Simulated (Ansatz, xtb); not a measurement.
## C3H8OSn: which of two isomers lies lower

Structure X: `C[CH](C)[Sn][OH]`, a singlet. Structure Y: `CC[CH2][Sn][OH]`, a singlet. Both are isolated molecules in the gas phase, relaxed with PBE0-D4/def2-SVP; the shapes shown needn't be the lowest conformers.

X (Å):

```xyz
13

C    -0.1236    0.9863    0.5020
C    -0.6333    0.0707    1.6018
C    -2.0601   -0.4080    1.3503
O     2.0199   -1.3039    0.5357
Sn    0.6792   -1.7160    1.9657
H    -0.0838    0.4699   -0.4738
H     0.8860    1.3760    0.7144
H    -0.7790    1.8655    0.3593
H    -0.6126    0.6163    2.5653
H    -2.4389   -1.0501    2.1635
H    -2.1405   -0.9881    0.4138
H    -2.7661    0.4375    1.2547
H     1.8343   -0.4914    0.0481
```

Y (Å):

```xyz
13

C     1.8917    0.7414    1.0858
C     1.4974    0.4519   -0.3566
C     1.9028   -0.9375   -0.8296
O    -0.5817   -1.6377    0.9961
Sn    0.8914   -2.6822    0.1237
H     2.9792    0.6318    1.2268
H     1.6199    1.7646    1.3876
H     1.3944    0.0474    1.7833
H     0.4053    0.5879   -0.4758
H     1.9448    1.2231   -1.0105
H     2.9921   -1.0906   -0.7141
H     1.7049   -1.0628   -1.9118
H    -0.5403   -0.6856    0.8423
```

Task: Which of the two would you expect CCSD(T)/def2-SVP + ΔMP2/def2-TZVPP electronic energies to favour?

Result: CCSD(T)/def2-SVP + ΔMP2/def2-TZVPP gives E(Y) − E(X) = −0.052 eV, slightly favouring structure Y, which is too small a margin to settle the true order.

Level by level:

```
                             level          geometry  E(Y) − E(X) (eV)  departure from the last row (eV)  job, with rough time for the two
                  PBE0-D4/def2-SVP  PBE0-D4/def2-SVP              −0.070                            −0.018             optimisation, 1.7 min
                       HF/def2-SVP  PBE0-D4/def2-SVP              −0.095                            −0.042           part of the CCSD(T) run
                      MP2/def2-SVP  PBE0-D4/def2-SVP              −0.052                             0.000           part of the CCSD(T) run
                  CCSD(T)/def2-SVP  PBE0-D4/def2-SVP              −0.058                            −0.005                      single point
CCSD(T)/def2-SVP + ΔMP2/def2-TZVPP  PBE0-D4/def2-SVP              −0.052                                                  single point, 96 s
```

As drawn, both hold the same kinds of bond in the same numbers. Structure X has 2 methyl groups, Y 1.

The largest departure from CCSD(T)/def2-SVP + ΔMP2/def2-TZVPP is that of HF/def2-SVP, 0.042 eV. Levels run at GFN2-xTB geometries aren't shown. The last row adds to CCSD(T) the change of the MP2 difference between the two basis sets, here +0.005 eV.

With thermal terms from frequencies at re-optimised GFN2-xTB minima (ideal gas, soft modes damped towards free rotors, one conformer each, 298.15 K, 1 atm): on the last row, ΔE + ΔZPE = −0.056, ΔH = −0.059, ΔG = −0.067 eV.

The correlated steps freeze 8 core orbitals; the filled d shell of Sn is correlated, in a basis made for valence electrons. Atoms past krypton carry core potentials in the def2 sets and no spin–orbit term is included. Run with Ansatz 0.2.0, xtb 6.7.1; the last row on 2 threads of Arm Neoverse V2 on a shared host.
